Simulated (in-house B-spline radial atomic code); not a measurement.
Co5+: [He] 2s2 (2p1/2)2 (2p3/2)3 3s2 3p6 3d5 (with a hole in an inner shell)

Method: Dirac-Hartree-Fock, average of the jj configuration, Fermi nucleus of rms radius 3.7875 fm. Calculated with an all-electron radial atomic-structure program (B-spline basis).

Screening seen three ways: the hydrogenic charge with the same mean radius, Z_r = [3n² - l(l+1)]/(2<r>), the one with the same energy, Z_e = n√(-2ε), and Slater's rules. Values are occupation-weighted means over j.

```json
{"shell": "1s", "electrons": "2", "ε (eV)": "-7943.6", "<r> (bohr)": "0.0561", "Z_r": "26.74", "Z_e": "24.16", "Slater": "26.70"}
{"shell": "2s", "electrons": "2", "ε (eV)": "-1089.8", "<r> (bohr)": "0.2512", "Z_r": "23.89", "Z_e": "17.90", "Slater": "23.20"}
{"shell": "2p", "electrons": "5", "ε (eV)": "-960.79", "<r> (bohr)": "0.222", "Z_r": "22.52", "Z_e": "16.81", "Slater": "23.20"}
{"shell": "3s", "electrons": "2", "ε (eV)": "-216.8", "<r> (bohr)": "0.735", "Z_r": "18.37", "Z_e": "11.98", "Slater": "16.60"}
{"shell": "3p", "electrons": "6", "ε (eV)": "-172.16", "<r> (bohr)": "0.7561", "Z_r": "16.53", "Z_e": "10.67", "Slater": "16.60"}
{"shell": "3d", "electrons": "5", "ε (eV)": "-106.95", "<r> (bohr)": "0.7873", "Z_r": "13.34", "Z_e": "8.41", "Slater": "8.60"}
```

The least bound orbital is 3d5/2 at -106.6 eV, and it is also the most diffuse (<r> = 0.7898 bohr). The part-filled 2p shell lies below the filled 3p shell in orbital energy.

For the 1s electron the small component carries 0.947 % of the norm, the zero-frequency Breit interaction raises the level by 9.333 eV, self-energy by 4.697 eV, and vacuum polarisation lowers it by 0.4091 eV.
